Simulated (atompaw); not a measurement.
Pseudopotential generation for lead (Pb): PAW (atompaw), LDA (PW92), scalar-relativistic.

Pb, PAW, made with atompaw 4.2.0.5 (LDA (PW92), scalar-relativistic). Core [Xe] 4f14 5d10, reference 6s2 6p2. Waves: 6s (bound): rc 2.80 bohr; 6s channel at -0.15 Ry: rc 2.80 bohr; 6p (bound): rc 2.80 bohr; 6p channel at 0.45 Ry: rc 2.80 bohr. Local part: bessel scheme, radius 2.35 bohr. Core correction: smooth core density matched at 2.55 bohr. Augmentation charge: sinc compensation charge, radius 2.30 bohr; PAW radius 2.80 bohr; waves and projectors: custom rrkj vanderbiltortho.

All-electron outer shells of the reference configuration (LDA (PW92), scalar-relativistic, ld1.x):

```tsv
shell	level (eV)	outermost node (bohr)	outermost maximum (bohr)
5p	-85.96	0.49	0.88
5d	-21.29	0.52	1.07
6s	-12.32	1.01	1.95
6p	-3.70	1.18	2.63
```

Calculated quality:

```
Cutoffs needed                                           : 6 Ry and 8 Ry (the cutoffs (Ry, on a coarse ladder) from which the occupation-weighted sum of valence levels, in a spherical-Bessel basis at the reference potential, stays within 10 and 1 mRy of its value at 400 Ry)
Ghost test                                               : no extra level below or beside the all-electron valence levels (s, p, d, f tested) (spherical-Bessel basis up to 400 Ry, 20 bohr box)
Lowest eigenvalue of the overlap operator                : 0.33 (s channel)
Overlap eigenvalues printed by atompaw (projector basis) : 0.00242, 0.188, 18.1, 128
Share of each valence orbital outside the PAW sphere     : 6s 24 %, 6p 61 %
```

Generation and tests took about 13 s on one core of a shared server CPU.
